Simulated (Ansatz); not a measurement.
Two spin states of BH-, each at its own minimum; 2S+1 = 2, 4 were tried, and our sources give no spin for the ground state.

Each state is the lowest solution found for its spin in def2 and cc sets.

Cores are frozen in the correlated methods.

Run with Ansatz (Gaussian basis) for Hartree–Fock, density functionals and correlated methods. 

Q: Give the energy of the multiplicity-4 state above the multiplicity-2 state at the level CCSD(T)/def2-TZVPP.

A: 16.9 kcal/mol

Q: Predict the energy of the multiplicity-4 state above the multiplicity-2 state from wB97X-V/def2-TZVPP.

A: 22.3 kcal/mol

Q: What energy of the multiplicity-4 state above the multiplicity-2 state does PBE0/def2-TZVPP give?

A: 13.5 kcal/mol

Doubts at one or more of the structures used: a spin-contaminated determinant (CCSD(T)/def2-TZVPP); T1 above 0.05 (CCSD(T)/def2-TZVPP).

Ansatz is an electronic-structure program.
